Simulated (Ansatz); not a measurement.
Method: frozen-core CCSD(T)/cc-pVTZ // B3LYP-D3(BJ)/def2-SVP in Ansatz (an electronic-structure program).

Ansatz 0.2 input:
```yaml
crystal:
  periodic: [false, false, false]
  atoms:
    - { symbol: Al, position_ang: [-0.164551, 0.070904, -0.172436] }
    - { symbol: H, position_ang: [-0.468474, -1.482791, -0.344816] }
    - { symbol: H, position_ang: [0.485538, 0.881592, -1.379554] }
    - { symbol: H, position_ang: [-0.957039, 0.88186, 0.949081] }
    - { symbol: S, position_ang: [2.071467, -0.244058, 1.14202] }
    - { symbol: H, position_ang: [2.234614, 1.041293, 1.535668] }
    - { symbol: H, position_ang: [1.544058, -0.616065, 2.332562] }
basis:
  gaussian: { orbitals: cc-pVTZ }
correlation:
  method: ccsd_t
```

Output:

```
Functional definition: HF
781 factors; integrals over basis functions are off by at most 1.1e-3 eV
mean field evaluation 1: about -17478.5526 eV, gradient 1.4e1 eV
mean field evaluation 2: about -17478.6667 eV, gradient 1.4e1 eV
mean field evaluation 4: about -17479.7818 eV, gradient 1.4e0 eV
mean field evaluation 8: about -17479.7913 eV, gradient 3.0e-5 eV
mean field evaluation 16: about -17479.6417 eV, gradient 1.3e0 eV
mean field -17479.79134736 eV, -642.3704837873 hartree, gradient 1.2e-6 eV, S^2 0.000000; 0 other end points of the search recorded, 0 dependent functions left out
10 core orbitals not correlated
reference -17479.79134736 eV, -642.3704837873 hartree; 7, 7 occupied and 121, 121 virtual orbitals, 781 factors
second order -7.95672027 eV of doubles, -0.00000000 eV of singles
cycle   1  -8.85622182 eV  change   -9.0e-1 eV  update   7.0e-2
cycle   2  -9.19491688 eV  change   -3.4e-1 eV  update   2.3e-2
cycle   3  -9.21047433 eV  change   -1.6e-2 eV  update   5.5e-3
cycle   4  -9.20875853 eV  change    1.7e-3 eV  update   1.8e-3
cycle   5  -9.20817166 eV  change    5.9e-4 eV  update   5.3e-4
cycle   6  -9.20806692 eV  change    1.0e-4 eV  update   1.8e-4
cycle   7  -9.20809185 eV  change   -2.5e-5 eV  update   5.3e-5
cycle   8  -9.20810093 eV  change   -9.1e-6 eV  update   1.9e-5
cycle   9  -9.20809779 eV  change    3.1e-6 eV  update   6.6e-6
perturbative correction -0.29306584 eV, -0.0107699711 hartree
Total energy: -17489.29251099 eV, -642.7196451105 hartree
```

Cost: around 10 core-seconds (rough).
